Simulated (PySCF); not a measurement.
Compound: hexafluorophosphate, PF6 (charge -1).
Cartesian coordinates in Å at the PBE0-D3(BJ)/def2-SVP level; atoms count from 1:
```
atom  x, y, z in Å
F1     0.597    0.411    1.455
P2     0.006   -0.003   -0.007
F3     1.423   -0.720   -0.377
F4    -1.411    0.716    0.363
F5     0.556    1.402   -0.628
F6    -0.544   -1.407    0.615
F7    -0.587   -0.417   -1.469
```

Jobs on this species (7 atoms, 70 electrons) with PySCF (density fitting). Hardware of each: Arm Neoverse V1, one thread, no GPU (shared host). Other jobs ran on the host; a repeat could differ by tens of per cent or more. Peak memory is the resident size of the whole Python process, interpreter and libraries included.

```tsv
level and settings	work	basis functions	SCF cycles	wall time	peak memory
PBE0/pcSseg-1	shieldings, charges and field gradients	126	?	?	?
mPW1PW91/pcSseg-2	shieldings	259	?	?	?
PBE0-D3(BJ)/def2-SVP, grid level 1	geometry optimisation from a GFN2-xTB start shaken at random	102	78	49 s	0.43 GiB
CAM-B3LYP/def2-SVPD	10 singlets by full TDDFT, 4 Tamm–Dancoff triplets, polarisability, ΔSCF ions	162	11	39 s	0.80 GiB
```

Q: Fill in the missing figures.

A: 
- PBE0/pcSseg-1; shieldings, charges and field gradients: 7.8 s, 0.65 GiB, 11 SCF cycles
- mPW1PW91/pcSseg-2; shieldings: 23 s, 1.2 GiB, 12 SCF cycles

Q: What do all jobs in the table cost together?

A: About 2.0 min; the longest takes about 41 % of that, and about 6.3 times as long as the shortest.
